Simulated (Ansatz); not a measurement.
# Relative stability

The two ends of one reaction step of Si2H6F2, closed shell (PBE0-D4/def2-TZVP).

A:

| atom | x (Å) | y (Å) | z (Å) |
| --- | --- | --- | --- |
| Si1 | -1.2489 | 1.4416 | 0.5213 |
| Si2 | 1.2945 | -1.4407 | -0.4981 |
| F3 | -2.5045 | 2.4099 | 0.5587 |
| F4 | -1.5840 | 0.2625 | -0.4887 |
| H5 | -0.0945 | 2.1948 | -0.0012 |
| H6 | 1.1828 | -0.3835 | 0.5433 |
| H7 | -1.0606 | 0.8700 | 1.8670 |
| H8 | 0.2321 | -2.4527 | -0.2846 |
| H9 | 1.1537 | -0.8221 | -1.8386 |
| H10 | 2.6295 | -2.0799 | -0.3791 |

B:

Si1  (-0.866, 0.659, -0.495)
Si2  (0.559, -1.177, -0.786)
F3  (-1.749, 0.451, 0.816)
F4  (-1.877, 0.739, -1.724)
H5  (-0.209, 1.982, -0.380)
H6  (1.139, 1.055, 2.499)
H7  (0.408, 0.965, 2.620)
H8  (-0.239, -2.425, -0.882)
H9  (1.341, -0.985, -2.036)
H10  (1.493, -1.265, 0.367)
(Å)

Program: Ansatz 0.2.0. Basis: def2-TZVPP. Cores are frozen in the correlated methods. B3LYP uses VWN-RPA correlation.

(1) Which structure is lower at CCSD(T), and by how much? (Judge from chemistry; the value comes from the calculation.)

The T1 diagnostic stays at or below 0.013.

## Answers

(1) The calculation gives: A, by 39.8 kJ/mol (electronic energy, against the other). By their contacts, A is a complex of SiH₂F₂ ([F][SiH2][F]) + SiH₄ and B is a complex of Si₂H₄F₂ ([F][SiH]([F])[SiH3]) + H₂.

All methods give the same order:

```json
{"method": "SPW92", "E(B) − E(A) (kJ/mol)": "23.4"}
{"method": "PBE-D4", "E(B) − E(A) (kJ/mol)": "18.3"}
{"method": "BLYP-D4", "E(B) − E(A) (kJ/mol)": "28.4"}
{"method": "r2SCAN-D4", "E(B) − E(A) (kJ/mol)": "28.8"}
{"method": "B97M-V", "E(B) − E(A) (kJ/mol)": "32.4"}
{"method": "PBE0-D4", "E(B) − E(A) (kJ/mol)": "26.0"}
{"method": "B3LYP-D4", "E(B) − E(A) (kJ/mol)": "34.2"}
{"method": "r2SCAN0-D4", "E(B) − E(A) (kJ/mol)": "33.6"}
{"method": "BHLYP-D4", "E(B) − E(A) (kJ/mol)": "43.0"}
{"method": "CAM-B3LYP-D4", "E(B) − E(A) (kJ/mol)": "40.3"}
{"method": "wB97X-V", "E(B) − E(A) (kJ/mol)": "34.7"}
{"method": "wB97M-V", "E(B) − E(A) (kJ/mol)": "39.3"}
{"method": "B2PLYP", "E(B) − E(A) (kJ/mol)": "39.9"}
{"method": "PBE-QIDH", "E(B) − E(A) (kJ/mol)": "35.5"}
{"method": "RPA on PBE", "E(B) − E(A) (kJ/mol)": "42.8"}
{"method": "HF", "E(B) − E(A) (kJ/mol)": "60.1"}
{"method": "MP2", "E(B) − E(A) (kJ/mol)": "41.5"}
{"method": "CCSD", "E(B) − E(A) (kJ/mol)": "43.7"}
{"method": "CCSD(T)", "E(B) − E(A) (kJ/mol)": "39.8"}
```

Labels in which every atom is bracketed show which atoms are joined, not bond orders.

For scale, one of the runs: CCSD(T)/def2-TZVPP, 230 basis functions, launched by `ansatz run in.yaml --threads 4 --pin off --events-out ev --progress --plain --max-ram 9574MiB`. Hardware: 4 CPU threads of an Arm Neoverse V1, shared host. Wall time 79 s; peak host memory 3.8 GiB.
